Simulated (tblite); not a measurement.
Species: C5H10OSi (charge +1 and doublet state).
Structure used (GFN2-xTB), in Å, numbered top down from 1:
```
atom  x, y, z in Å
O1     1.952    1.049   -0.782
C2     1.939    0.072    0.244
C3     0.588   -0.546    0.058
C4    -0.307   -0.845    1.138
C5    -1.637   -0.776    0.877
C6    -2.045   -0.130   -0.394
Si7   -0.501    0.856   -1.009
H8     2.826    1.442   -0.904
H9     2.749   -0.655    0.106
H10    2.046    0.538    1.231
H11    0.581   -1.278   -0.747
H12    0.080   -1.048    2.127
H13   -2.385   -1.106    1.582
H14   -2.396   -0.903   -1.088
H15   -2.930    0.490   -0.233
H16   -0.382    2.112   -0.282
H17   -0.185    0.738   -2.420
```

The geometry is computed with GFN2-xTB (gas phase). This method treats the open shell by occupation alone, without spin polarisation.

Masses are those of the commonest isotopes; rigid-rotor values at the optimised geometry. The values belong to one conformer with, in the numbering `[OH:1][CH2:2][C@H:3]1[CH+:4][CH:5][CH2:6][SiH2:7]1`, H–O1–C2–C3 -170°, O1–C2–C3–C4 -136°, C2–C3–C4–C5 149°, C3–C4–C5–C6 -13°, C4–C5–C6–Si7 -16°, C5–C6–Si7–C3 27°.

Question: What are A, B and C (MHz)?

Answer: Ia = 132.26, Ib = 270.04, Ic = 377.88 u·Å²; 505379 MHz·u·Å²/I gives A = 3821, B = 1872, C = 1337 MHz.

Question: What kind of rotor is it?

Answer: An asymmetric top: κ = (2 × 1872 − 3821 − 1337)/(3821 − 1337) = -0.57.

Question: Is it planar, by Δ = Ic − Ia − Ib?

Answer: Not planar: Δ = Ic − Ia − Ib = -24.41 u·Å². For a rigid frame Δ = −2 Σ m c², so Σ m c² = 12.21 u·Å² lies off the ab plane: 9.03 from hydrogen and 3.18 from heavier atoms. The atom farthest from that plane is 1.50 Å away.

Question: List the rotational levels J(Ka,Kc) to J = 2 (cm⁻¹).

Answer: Above 0(0,0):
J = 1: 1(0,1) 0.1070, 1(1,1) 0.1721, 1(1,0) 0.1899
J = 2: 2(0,2) 0.3179, 2(1,2) 0.3683, 2(1,1) 0.4218, 2(2,1) 0.6169, 2(2,0) 0.6201

Question: Estimate the classical rotational partition function at 50 K, 298.15 K and 500 K.

Answer: Point group C1, symmetry number σ = 1; q = (√π/σ)·√((kT/h)³/(ABC)), k/h = 20836.6 MHz/K: 19300 at 50 K, 281000 at 298.15 K, 609000 at 500 K.

For this open shell read J as N, the rotation without spin; fine and hyperfine splittings come on top. Its GFN2-xTB frequencies are all real (lowest 89 cm⁻¹). Constants of a rigid frame at the computed geometry: no zero-point averaging, no centrifugal distortion.
